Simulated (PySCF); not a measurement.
## UHF on Ar (argon, neutral)

Configuration: [Ar], closed-shell 1S. Computed with PySCF 2.14 in aug-cc-pVTZ-DK (6s5p3d2f, 50 functions), with the spin-free X2C one-electron Hamiltonian (Gaussian nucleus).

```json
{
  "Total energy": "-528.621640 hartree",
  "One-electron energy": "-730.6793 hartree",
  "Hartree (Coulomb) energy": "232.4068 hartree",
  "Exchange energy": "-30.3491 hartree",
  "⟨S²⟩": "0.0000",
  "⟨L²⟩": "0.000",
  "Sum of ⟨r⟩": "16.05 bohr",
  "Sum of ⟨r²⟩": "26.01 bohr²",
  "Langevin diamagnetic susceptibility": "-20.6 ×10⁻⁶ cm³/mol"
}
```

```json
{"shell": "1s", "electrons": "2", "mean orbital energy (hartree)": "-119.08855", "rms radius, mean of both spins (bohr)": "0.0991"}
{"shell": "2s", "electrons": "2", "mean orbital energy (hartree)": "-12.40978", "rms radius, mean of both spins (bohr)": "0.446"}
{"shell": "2p", "electrons": "6", "mean orbital energy (hartree)": "-9.57491", "rms radius, mean of both spins (bohr)": "0.417"}
{"shell": "3s", "electrons": "2", "mean orbital energy (hartree)": "-1.28690", "rms radius, mean of both spins (bohr)": "1.53"}
{"shell": "3p", "electrons": "6", "mean orbital energy (hartree)": "-0.59068", "rms radius, mean of both spins (bohr)": "1.82"}
```

Densities and radii are taken from the X2C orbitals without a picture-change correction, which distorts them close to the nucleus.

Spin-orbit constants ζ (cm⁻¹) from the X2C one-electron operator on these orbitals: bare nucleus, nucleus screened by l(l+1)(2l+1)/3 electrons, and screened by the Breit-Pauli mean field of the electrons.

| shell | bare | screened nucleus | mean field |
| --- | --- | --- | --- |
| 2p | 13080 | 11630 | 10960 |
| 3p | 942.2 | 837.5 | 779.2 |
